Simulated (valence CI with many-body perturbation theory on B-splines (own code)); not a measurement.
**Which ion has this spectrum?**

A relativistic CI+MBPT calculation for an atom or ion with 33 electrons gives these levels (eV):

| J | Parity | E | g |
| --- | --- | --- | --- |
| 3/2 | odd | 0.00 | 1.37 |
| 3/2 | odd | 76.25 | 1.45 |
| 5/2 | odd | 81.49 | 1.20 |
| 1/2 | odd | 88.08 | 0.66 |
| 3/2 | even | 146.57 | 0.79 |
| 5/2 | even | 163.28 | 1.39 |
| 3/2 | odd | 165.26 | 1.30 |
| 5/2 | even | 176.28 | 1.29 |
| 1/2 | even | 183.48 | 2.13 |
| 3/2 | even | 185.67 | 1.17 |
| 5/2 | even | 222.55 | 0.96 |
| 3/2 | even | 222.63 | 0.92 |
| 1/2 | even | 223.03 | 0.22 |
| 7/2 | even | 227.78 | 1.05 |

The energies are calculated, and their last digits are not significant.

(1) Which is it?
A. Re42+
B. Ta40+
C. Hf39+
D. Tm36+

## Answers

(1) C. Hf39+, ground level (4s^2 4p1/2^2 4p3/2) J=3/2.
